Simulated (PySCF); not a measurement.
## Identify the compound

The spectra below were simulated for a compound C₇H₃F₃.

1H NMR (400 MHz, computed): δ 6.38 (m, 1H), 6.22 (m, 1H), 2.64 (d, J = 2.5 Hz, 1H).

13C{1H} NMR (computed): δ 142.3 (CH, q, J = 37.0 Hz), 127.3 (C, q, J = 335.1 Hz), 124.3 (CH, q, J = 8.1 Hz), 93.4 (C), 84.8 (CH), 71.2 (C), 71.1 (C).

Theoretical values (PySCF): PBE0-D3(BJ)/def2-SVP structure, spin–spin couplings from B3LYP/pcJ-1 (spin–dipole term only in couplings to heteroatoms), shieldings: GIAO PBE0/pcSseg-1. Single conformer, no relativistic terms, isolated molecule, equivalent nuclei averaged.

Shifts are taken against calculated references (same method and geometry level): 1H (σ = 31.27 ppm), 13C (σ = 184.41 ppm) vs TMS.

Question: Deduce the structure.

Answer: 
1. The formula gives 5 degrees of unsaturation (no ring in the answer).
2. 7 carbon signals for 7 carbons: no two carbons are equivalent.
3. Carbon types of the structure: 4 × C, 3 × CH, which accounts for all hydrogens.
4. δC 142.3, 124.3: alkene CH; the olefinic region.
5. δC 127.3: CF3 carbon; 3 electronegative neighbours deshield it.
6. δC 93.4, 71.2, 71.1: alkyne carbon; sp carbons lie upfield of alkene carbons because the cylindrical π system leaves one tensor component strongly shielded.
7. δC 84.8: terminal alkyne carbon; the triple bond shields along its axis, which puts it between sp3 and sp2 carbons.
8. δH 6.38, 6.22: hydrogen on an alkene CH; attached to an sp2 carbon and in the plane of the double bond.
9. δH 2.64: hydrogen on a terminal alkyne carbon; it lies on the axis of the triple bond, in its shielding cone.

The compound is `C#CC#C/C=C/C(F)(F)F`.

This is the structure that produced the data.

C–F couplings over four or more bonds (about 3 Hz to the para carbon of a fluoroarene) are left out. Common functionals overestimate the size of one-bond C–F couplings by tens of Hz; these are unscaled. Multiplet labels drop couplings under 1 Hz and merge nearly equal ones. Unscaled 3J(H,H) at this level run about 10 % above measured values. Shifts are as computed. Against solution values, carbons near 30 ppm lie about +2 ppm off and those near 130 ppm about +5 ppm. Of 1211 compounds with measured shifts, 218 miss one by over three times the rms of a fit or turn the order of signals round; such compounds aren't used in these exercises.
